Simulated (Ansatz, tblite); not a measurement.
Cost and result up the ladder for Ge₁₉PH₃₆ (56 atoms). Total charge 0; doublet. Geometry: PBE-D4/def2-SVP.

Cartesian coordinates in Å:
```
Ge 1.686 3.822 -0.002
Ge 5.189 2.211 1.423
Ge 3.585 -1.548 1.364
Ge -1.829 5.044 -1.666
Ge -3.345 1.246 -1.595
Ge -1.827 -3.439 0.264
Ge 1.627 -5.158 1.622
Ge -5.425 -2.303 -1.379
Ge 3.925 2.990 -0.522
Ge 0.463 4.295 -2.068
P 0.506 2.232 1.279
Ge 2.481 -0.870 -0.717
Ge 4.139 0.418 2.712
Ge 2.310 -3.105 2.760
Ge -1.199 0.072 -1.443
Ge -3.253 3.431 -0.503
Ge -5.088 -0.058 -0.473
Ge 0.099 -4.854 -0.262
Ge -3.354 -3.576 -1.646
Ge -1.132 -1.122 0.687
H 1.828 5.159 0.791
H 5.444 3.431 2.357
H 6.578 1.704 0.933
H 4.941 -2.227 0.981
H -1.771 6.368 -0.848
H -2.497 5.374 -3.034
H -3.740 1.453 -3.089
H -2.542 -4.029 1.519
H 2.912 -5.895 1.139
H 0.930 -6.078 2.668
H -6.136 -2.185 -2.759
H -6.374 -3.087 -0.427
H 4.720 4.164 -1.169
H 3.821 1.860 -1.583
H 1.227 5.425 -2.822
H 0.469 3.040 -2.983
H 1.306 2.445 2.459
H -0.493 3.183 1.699
H 3.517 -0.712 -1.881
H 1.407 -1.901 -1.197
H 5.118 -0.016 3.844
H 2.849 0.949 3.397
H 3.232 -3.485 3.959
H 1.068 -2.381 3.349
H -0.009 1.057 -1.603
H -1.109 -0.962 -2.603
H -2.759 3.248 0.960
H -4.695 4.017 -0.427
H -4.694 -0.179 1.028
H -6.430 0.729 -0.535
H 0.868 -4.247 -1.469
H -0.415 -6.260 -0.697
H -2.605 -3.057 -2.905
H -3.710 -5.070 -1.904
H 0.288 -1.112 1.314
H -2.101 -0.450 1.701
```

Ansatz on 11 threads of AMD EPYC 7R13 on a shared host and a whole NVIDIA H100 80GB HBM3; xTB runs through tblite on one thread. Times are rough, summed over both states, and most runs start from the orbitals of an earlier one. r2SCAN0-D4/def2-TZVP serves as the yardstick here, not as an exact answer. The other state is a singlet, and no other spin of it was run.

The xTB rows come from tblite. Single mean-field runs in def2-TZVP are fitted with def2-universal-jkfit.

Raw xTB energies of ions are shifted by several eV, and xTB has no spin-polarisation term.

```csv
level,functions,wall time,vertical IE (eV),difference from r2SCAN0-D4/def2-TZVP (eV)
GFN2-xTB,216,1.2 s,10.72,3.19
GFN1-xTB,252,1.3 s,12.17,4.64
PBE-D4/def2-TZVP (with forces),1165,16 s,7.02,-0.50
r2SCAN0-D4/def2-TZVP,1165,35 s,7.53,0.00
PBE0-D4/def2-TZVP (with forces),1165,38 s,7.35,-0.18
```
